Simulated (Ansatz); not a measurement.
The cluster Rh5⁺. Charge 1, multiplicity 1. Geometry r2SCAN-D4/def2-SVP; atoms count from 1.

Cartesian coordinates in Å:
```
Rh 1.316 1.496 -0.452
Rh -1.312 -1.511 0.413
Rh 1.001 -0.954 -0.276
Rh -0.872 0.475 -1.001
Rh -0.132 0.494 1.315
```

In the def2 sets Rh takes a core potential; there is no spin–orbit coupling. The restricted singlet is unstable towards broken spin symmetry in Hartree–Fock (as tested in another run); at PBE0-D4/def2-TZVP this wasn't settled. No other spin state of charge 1 was run. The geometry of the singlet was relaxed on an unsound state (an occupied level 0.19 eV above an empty one). Another isomer (singlet) lies 0.71 eV lower at PBE0-D4/def2-TZVP; other spin states weren't run for this one.

Q: Estimate the Mulliken populations from the PBE0/def2-TZVP orbitals of Ansatz.

A: 
```json
{"atom": "Rh1", "charge (e)": "0.19", "d electrons": "8.19"}
{"atom": "Rh2", "charge (e)": "0.19", "d electrons": "8.19"}
{"atom": "Rh3", "charge (e)": "0.18", "d electrons": "7.98"}
{"atom": "Rh4", "charge (e)": "0.26", "d electrons": "7.97"}
{"atom": "Rh5", "charge (e)": "0.18", "d electrons": "7.99"}
```
Mulliken values and Mayer orders depend strongly on the basis.

Q: And the Mayer bond orders between bonded heavy atoms (over 0.3)?

A: Rh1–Rh3 0.92 (2.48 Å); Rh1–Rh4 0.76 (2.48 Å); Rh1–Rh5 0.88 (2.50 Å); Rh2–Rh3 0.92 (2.48 Å); Rh2–Rh4 0.76 (2.48 Å); Rh2–Rh5 0.88 (2.49 Å); Rh3–Rh4 0.85 (2.46 Å); Rh3–Rh5 0.89 (2.43 Å); Rh4–Rh5 0.89 (2.43 Å). Values over 0.3 also appear between atoms too far apart for a bond (Rh1–Rh2 0.33 at 4.09 Å); they arise where an orbital or an unpaired electron spreads over both atoms.
